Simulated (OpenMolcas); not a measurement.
## Lines of Sn: computed and rescaled rates

```
Program             : OpenMolcas
Method              : SS-RASPT2, IPEA 0.25 Eh, imaginary shift 0.1 Eh (closed shells correlated: 4d 5s)
Basis               : ANO-RCC-VQZP [8s7p5d3f2g]
Scalar Hamiltonian  : DKH2, point nucleus
Active space        : 2 electrons in 9 orbitals (RAS2 5p; RAS3 5d 6s, at most 1 electron)
State averaging     : 2S+1 = 3 even, 3 roots; 2S+1 = 1 even, 6 roots; 2S+1 = 3 odd, 10 roots; 2S+1 = 1 odd, 8 roots
Spin-orbit coupling : RASSI with atomic mean-field integrals over the reference wave functions, term energies averaged over their components
```

Rates come from the transition moments of the reference wave functions (E1 and E2 in the length form). At fixed line strength A goes as λ^-3 for E1 and M1 and as λ^-5 for E2, so a rate at the computed wavelength can be rescaled to the measured one. Measured vacuum wavelengths follow from level energies in NIST Handbook of Basic Atomic Spectroscopic Data. Branching counts decays inside the model space alone, at computed energies, and the table is only a selection of the E2 and M1 lines, drawn from those between levels with measured partners whose computed energy lies within a factor of 1.5 of the measured one.

```tsv
Upper	Lower	Type	λ computed (nm)	λ measured (nm)	A computed (s-1)	A rescaled (s-1)	Branching %
5s2 5p2 3P1	5s2 5p2 3P0	M1	7160	5911	4.82e-02	8.57e-02	100.0
5s2 5p2 3P2	5s2 5p2 3P1	M1	6194	5761	5.29e-02	6.57e-02	99.3
5s2 5p2 3P2	5s2 5p2 3P0	E2	3321	2917	3.47e-04	6.64e-04	0.7
5s2 5p2 1D2	5s2 5p2 3P2	M1	1862	1929	4.20e-01		55.1
5s2 5p2 1D2	5s2 5p2 3P2	E2	1862	1929	6.78e-03		0.9
5s2 5p2 1D2	5s2 5p2 3P1	M1	1431	1445	3.32e-01		43.5
5s2 5p2 1S0	5s2 5p2 1D2	E2	874.3	1170	5.58e+00	1.30e+00	39.8
5s2 5p2 1S0	5s2 5p2 3P2	E2	594.9	728.1	1.65e+00		11.8
5s2 5p2 1S0	5s2 5p2 3P1	M1	542.8	646.4	6.78e+00		48.4
```

Spin-changing lines and M1 lines between different terms are not rescaled, since their strength hangs on the term gaps too.

The largest correction is for 5s2 5p2 1S0 → 5s2 5p2 1D2 (E2): 5.58e+00 × (874.3 / 1170)^5 = 1.30e+00 s-1, a factor of 0.23.

No measured rate stands beside these. Rescaling mends the energy factor alone: line strengths can still be far off where a level mixes with configurations outside the active space, and weak or spin-changing lines hang on small mixing coefficients that depend on the term gaps too, so rescaling need not improve them.

CASPT2 breaks the degeneracy within a term, and the mean is taken; among the terms shown or strongly mixed into the levels shown the widest spread is 73 cm-1 (5s2 5p2 1D). With the s shell closed, the reference lacks s² → p² mixing. Some terms miss by over 15 % even with CASPT2, which points to a basis or an active space too small for the shells correlated. Computed and measured levels are paired by configuration, term and J; levels that our copy of the source lacks, or whose pairing is in doubt (as where it misses far off the trend of its configuration), stay unpaired. Only configurations of the active space appear.
